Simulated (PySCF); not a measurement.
The numbers are results of B3LYP-D3(BJ)/def2-TZVP // PBE0-D4/def2-TZVP in PySCF, not measurements. Isolated molecules, 0 K electronic values unless said otherwise. One relaxed conformer stands for a flexible species; it need not be the lowest. B3LYP has the VWN-RPA correlation part, as in Gaussian. Delta-SCF ions had no search for a lower state. Excitations are Tamm–Dancoff values on a coarser integration grid. The basis has no diffuse functions, so Rydberg states are missing or too high.

Reference species (SMILES): `CS[SiH2]O` (C–S–Si–O torsion 152°, S–Si–O–H torsion -50°) (neutral, multiplicity 1).

* **LUMO**: -0.39 eV
* **S1 excitation (TDA)**: 5.25 eV
* **T1 excitation (TDA)**: 4.89 eV
* **vertical ionisation energy (Delta-SCF)**: 9.17 eV

After one change: the LUMO increases by 0.19 eV; the S1 excitation (TDA) increases by 1.68 eV; the T1 excitation (TDA) goes up by 1.80 eV; the vertical ionisation energy (Delta-SCF) goes up by 1.54 eV.

Name the change that produced these shifts. The new species is one of these.
A) `O[SiH2]C(F)F` (H–O–Si–C torsion 51°, O–Si–C–F torsion -53°)
B) `O[SiH2]Br` (H–O–Si–Br torsion 58°)
C) `O=C(O)[SiH2]O`
D) `CC(=O)[SiH2]O` (O–C–Si–O torsion 0°, C–Si–O–H torsion 0°)

B, `O[SiH2]Br` (H–O–Si–Br torsion 58°)
